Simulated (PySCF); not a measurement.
B₂F₄, SMILES FB(B(F)F)F (connectivity only; charge and spin as stated), charge +1, multiplicity 2. Atoms are numbered in the order given.

```xyz
6

F      0.8383    -0.8383    -1.4657
B      0.0000     0.0000    -1.0169
F     -0.8383     0.8383    -1.4657
B      0.0000     0.0000     1.0169
F      0.8383     0.8383     1.4657
F     -0.8383    -0.8383     1.4657
```
Charge +1, spin multiplicity 2.

Geometry: PBE0-D3(BJ)/def2-SVP. The multiplicity is an assumed one; other spin states were not compared. The values are those of a single conformer.

All values below come from PySCF with PBE0/def2-TZVP.

ESP charges are fitted to the potential on shells at 1.4 to 2.0 van der Waals radii. Atomic charges (e):

```json
[
 {"atom": "F1", "Mulliken": "-0.02", "ESP fit": "-0.02", "meta-Löwdin": "-0.14", "Löwdin": "[?]", "Mulliken spin": "0.09"},
 {"atom": "B2", "Mulliken": "0.54", "ESP fit": "0.53", "meta-Löwdin": "0.77", "Löwdin": "[?]", "Mulliken spin": "0.31"},
 {"atom": "F3", "Mulliken": "-0.02", "ESP fit": "-0.02", "meta-Löwdin": "-0.14", "Löwdin": "[?]", "Mulliken spin": "0.09"},
 {"atom": "B4", "Mulliken": "0.54", "ESP fit": "0.53", "meta-Löwdin": "0.77", "Löwdin": "[?]", "Mulliken spin": "0.31"},
 {"atom": "F5", "Mulliken": "-0.02", "ESP fit": "-0.02", "meta-Löwdin": "-0.14", "Löwdin": "[?]", "Mulliken spin": "0.09"},
 {"atom": "F6", "Mulliken": "-0.02", "ESP fit": "-0.02", "meta-Löwdin": "-0.14", "Löwdin": "[?]", "Mulliken spin": "0.09"}
]
```

What belongs in the gaps? (An estimate is asked for; the answer gives what the named calculation found.)


- F1, Löwdin: 0.52
- B2, Löwdin: -0.55
- F3, Löwdin: 0.52
- B4, Löwdin: -0.55
- F5, Löwdin: 0.52
- F6, Löwdin: 0.52

Computed Mayer and Wiberg (Löwdin basis) orders of the bonds:
```tsv
bond	Mayer	Wiberg
F1–B2	1.49	2.29
B2–F3	1.49	2.29
B4–F5	1.49	2.29
B4–F6	1.49	2.29
```
